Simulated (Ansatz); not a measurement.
Species: sum formula MoOCl, charge 0, multiplicity 4. The spin state was set by rule; other spins were not relaxed. SMILES: [O]=[Mo][Cl]
Geometry from a B3LYP-D3(BJ)/def2-TZVP (Ansatz, a program for electronic structure) optimisation:
```
Mo
O 1 1.6780
Cl 1 2.2974 2 137.08
```
Charge 0, spin multiplicity 4.

Quantity: atomisation energy (electronic, to ground-state atoms), in eV. Cores are frozen in the correlated levels unless marked. Open shells are spin-unrestricted. Spin-orbit coupling is left out. Frozen are the shells of the preceding noble gas and the d and f shells that filled before the atom's block. In def2 rows, elements after Kr have scalar-relativistic effective core potentials. The coupled-cluster limit lacks core correlation, which all-electron functionals hold. CBS(X,Y): correlation extrapolated as X^-3; Hartree-Fock from the larger set. The bracket is a focal-point correction in the basis named.

| level | program | atomisation energy (eV) |
|---|---|---|
| revPBE-D3(BJ)/def2-TZVPD | Ansatz + dftd3 | 10.56 |
| r2SCAN-D3(BJ)/def2-TZVPD | Ansatz + dftd3 | 10.20 |
| r2SCAN-D4/def2-TZVPD | Ansatz + dftd4 | 10.20 |
| B3LYP-D3(BJ)/def2-TZVPD | Ansatz + dftd3 | 10.27 |
| LC-wPBE-D4/def2-TZVPD | Ansatz + dftd4 | 9.96 |
| B2PLYP-D3(BJ)/def2-TZVPD | Ansatz + dftd3 | 10.43 |
| RPA@PBE/def2-TZVPP | Ansatz | 9.00 |

Task: What does RI-MP2/CBS(def2-TZVPPD,def2-QZVPPD)+[CCSD(T)-MP2]/def2-TZVPPD (Ansatz) give?

Result: 10.19 eV
